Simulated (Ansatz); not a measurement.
`N[SiH](O)[SiH2]F` + `S=[CH][SbH2]` → `F[SiH2]C=S` + `N[SiH](O)[SbH2]`  (redistribution)

Gas-phase electronic energies from Ansatz, PBE0-D4/def2-TZVP geometries. CBS: MP2 limit from def2 TZ/QZ plus the TZ coupled-cluster correction, frozen cores. DFT in def2-TZVPP. B3LYP here is the variant with VWN-RPA as its local correlation; programs differ in this. Elements past krypton have def2 core potentials. For Sb outer-core shells are correlated without core-valence functions, which leaves a few kJ/mol of doubt a bond. One conformer a species, not always the lowest.

(1) Is it downhill or uphill in electronic energy at CCSD(T)/CBS, and by how much? (An estimate is asked.)

(2) What do these levels give: PBE-D4, PBE0-D4, B3LYP-D4, ωB97M-V, B2PLYP, PBE0, B3LYP, MP2/def2-TZVPP, SCS-MP2/def2-TZVPP, HF/def2-QZVPP, MP2/def2-QZVPP, HF/CBS(def2)? (Best estimate.)

Largest T1 diagnostic among the species: 0.017.

Answers

(1) Computed: Downhill: ΔE = -67.1 kJ/mol.

(2) Computed: PBE-D4 -55.5, PBE0-D4 -62.6, B3LYP-D4 -60.8, ωB97M-V -70.0, B2PLYP -63.5, PBE0 -62.3, B3LYP -60.3, MP2/def2-TZVPP -69.8, SCS-MP2/def2-TZVPP -66.5, HF/def2-QZVPP -69.7, MP2/def2-QZVPP -71.0, HF/CBS(def2) -69.6 kJ/mol.

From PBE to PBE0 (25 % exact exchange), in def2-TZVPP and without D4, ΔE moves by −7.1 kJ/mol.
